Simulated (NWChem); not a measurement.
System: C₂H₇NSi; SMILES C/C=N\[SiH3]

```xyz
11

C      0.6670    -1.9220     0.0000
C     -0.6429    -1.1704     0.0000
N     -0.8518     0.0803     0.0000
Si     0.2084     1.4643     0.0000
H      1.5338    -1.2564     0.0000
H      0.7181    -2.5773     0.8798
H      0.7181    -2.5773    -0.8798
H     -1.5261    -1.8308     0.0000
H     -0.1136     2.2625     1.2106
H      1.6840     1.2080     0.0000
H     -0.1136     2.2625    -1.2106
```
Atoms are numbered in this order, from 1.

All runs: NWChem. The geometry was optimised at B3LYP/6-31G* (spherical d). Vertical excitations in the gas phase.

**Question.** What does the run give for LRC-wPBEh/def2-SVP, full TDDFT? Quantities: lowest excitation, singlet (eV); oscillator strength of that lowest state; lowest state with f > 0.02, singlet (eV); orbital gap (eV).

**Answer.** 
| Property | Result |
|---|---|
| lowest excitation, singlet (eV) | 4.19 |
| oscillator strength of that lowest state | 0.001 |
| lowest state with f > 0.02, singlet (eV) | 7.02 |
| orbital gap (eV) | 9.86 |
